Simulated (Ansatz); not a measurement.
Total energies of `O=C(O)[Se][GaH2]`.

Z-matrix (Å, degrees):
```
Ga
Se 1 2.433
O 1 2.183 2 70.4
H 1 1.560 2 115.6 3 96.1
H 1 1.560 2 115.6 3 -96.0
C 2 1.895 1 80.4 3 0.0
H 3 0.969 1 147.5 2 -179.8
O 6 1.185 2 131.8 1 179.9
```

The species carries charge 0 and has multiplicity 1. Correlated methods include outer-core shells of Ga, Se, which these sets cover unevenly. Scalar relativity is left out up to krypton. The structure was optimised at the PBE0-D4/def2-TZVP level. It is one conformer, not always the lowest. Basis def2-TZVPP, Ansatz 0.2.0.

RPA on PBE orbitals: Hartree–Fock energy of these orbitals -4512.45728 Eh, correlation -1.71199 Eh (frozen core).

```json
{"functional": "LDA (SPW92)", "energy without D4 (Eh)": "-4509.02500", "D4 term (kJ/mol)": "–"}
{"functional": "revPBE", "energy without D4 (Eh)": "-4516.49178", "D4 term (kJ/mol)": "-60.8"}
{"functional": "BLYP", "energy without D4 (Eh)": "-4516.95937", "D4 term (kJ/mol)": "-48.2"}
{"functional": "r2SCAN", "energy without D4 (Eh)": "-4516.77674", "D4 term (kJ/mol)": "-4.9"}
{"functional": "B97M-V", "energy without D4 (Eh)": "-4516.03894", "D4 term (kJ/mol)": "–"}
{"functional": "PBE0", "energy without D4 (Eh)": "-4516.14582", "D4 term (kJ/mol)": "-18.7"}
{"functional": "B3LYP", "energy without D4 (Eh)": "-4516.97165", "D4 term (kJ/mol)": "-36.4"}
{"functional": "r2SCANh", "energy without D4 (Eh)": "-4516.74866", "D4 term (kJ/mol)": "-5.4"}
{"functional": "r2SCAN0", "energy without D4 (Eh)": "-4516.70887", "D4 term (kJ/mol)": "-6.0"}
{"functional": "BHLYP", "energy without D4 (Eh)": "-4516.74417", "D4 term (kJ/mol)": "-31.2"}
{"functional": "CAM-B3LYP", "energy without D4 (Eh)": "-4517.06000", "D4 term (kJ/mol)": "-19.3"}
{"functional": "LC-ωPBE", "energy without D4 (Eh)": "-4516.18861", "D4 term (kJ/mol)": "–"}
{"functional": "ωB97X-V", "energy without D4 (Eh)": "-4516.42595", "D4 term (kJ/mol)": "–"}
{"functional": "PBE-QIDH", "energy without D4 (Eh)": "-4515.46322", "D4 term (kJ/mol)": "–"}
```

Problem. Give the same for PBE, HSE06 (plane-wave form), ωB97M-V, B2PLYP. (An estimate is asked.)

Solution. Computed: 
```tsv
functional	energy without D4 (Eh)	D4 term (kJ/mol)
PBE	-4516.03598	-22.1
HSE06 (plane-wave form)	-4516.13992	-17.7
ωB97M-V	-4516.59366	–
B2PLYP	-4516.01607	–
```

B3LYP takes the VWN-RPA correlation (the form of Gaussian; ORCA's B3LYP/G). HSE06 is the plane-wave form, built on full-range PBE exchange. The double hybrids freeze the cores in their second-order part.

LC-ωPBE has ω = 0.4 bohr⁻¹.
